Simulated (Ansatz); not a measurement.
Reaction (substitution at a C–O bond): `CC(C)[O][Ge][O]C(C)C` + `[NH2][Cd][OH]` → `CC(C)[O][Cd][NH2]` + `CC(C)[O][Ge][OH]`

Gas-phase electronic energies from Ansatz, PBE0-D4/def2-TZVP geometries. CBS: MP2 limit from def2 TZ/QZ plus the TZ coupled-cluster correction, frozen cores. Functionals use def2-TZVPP. B3LYP here is the variant with VWN-RPA as its local correlation; programs differ in this. def2 core potentials past Kr. For Cd, Ge outer-core shells are correlated without core-valence functions, which leaves a few kJ/mol of doubt a bond. Scalar relativity is left out up to krypton. Each species was taken in one conformer, which may not be the lowest.

```
             level  ΔE (kJ/mol)
          B3LYP-D4          8.7
SCS-MP2/def2-TZVPP          9.4
SCS-MP2/def2-QZVPP         11.8
    CCSD/CBS(def2)         10.7
```

Problem. What does CCSD(T)/CBS give? (Best estimate.)

Solution. Computed: +10.0 kJ/mol. The listed levels differ from it by -1.3, -0.6, 1.8, 0.7 kJ/mol.

Largest T1 diagnostic among the species: 0.016.
